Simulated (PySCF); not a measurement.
Cl₄Sn (SMILES [Cl][Sn]([Cl])([Cl])[Cl]), singlet, at a GFN2-xTB geometry (such geometries of metal compounds can be far from the true shape) (all electrons, no relativity). Base run: BLYP/STO-3G (PySCF).

PySCF was given this input:
```python
from pyscf import gto, scf, dft

mol = gto.Mole()
mol.atom = '''
    Cl   -1.800326   -0.844165   -1.188518
    Sn    0.000000    0.000000   -0.000000
    Cl   -0.316765    2.263579    0.377138
    Cl    1.945281   -0.315132   -1.217759
    Cl    0.171811   -1.104282    2.029139
'''
mol.basis = 'sto-3g'
mol.charge = 0
mol.spin = 0
mol.verbose = 4
mol.symmetry = True
mol.build()

mf = dft.RKS(mol)
mf.xc = 'blyp'
mf.kernel()
mf.analyze()
```

The base run was repeated with changes; each row names its change, and settings that it needs were set with it.

```json
[
 {"change": "base", "ΔE vs base (mEh)": "0.000", "point group used": "Cs", "SCF cycles": "6", "outcome": "converged"},
 {"change": "irrep_nelec = A':76 A\":42", "ΔE vs base (mEh)": "-", "point group used": "-", "SCF cycles": "50", "outcome": "not converged"},
 {"change": "symmetry = off", "ΔE vs base (mEh)": "0.000", "point group used": "C1", "SCF cycles": "6", "outcome": "converged"},
 {"change": "irrep_nelec = A':80 A\":38", "ΔE vs base (mEh)": "-", "point group used": "-", "SCF cycles": "50", "outcome": "not converged"}
]
```
